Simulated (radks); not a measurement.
Task: Species: Fe XXV. Configuration: [He] (the NIST ground configuration). Method: scalar-relativistic Kohn-Sham, PBE, spin-unpolarised, spherical densities, finite nucleus; Fermi nuclear charge, rms radius 3.7377 fm; computed with a radial shooting solver on a logarithmic mesh with Libxc functionals. Some entries of the table are withheld. Estimate them.

orbital,occ.,eigenvalue (eV),<r^2> (bohr^2),r(max) (bohr)
1s,2,-8673.637,0.004497,0.03812
2s,0,-2077.101,(1),0.2052
2p,0,-2029.312,0.04864,(2)

Result: 
(1) 2s <r^2> (bohr^2): 0.06552
(2) 2p r(max) (bohr): 0.1603
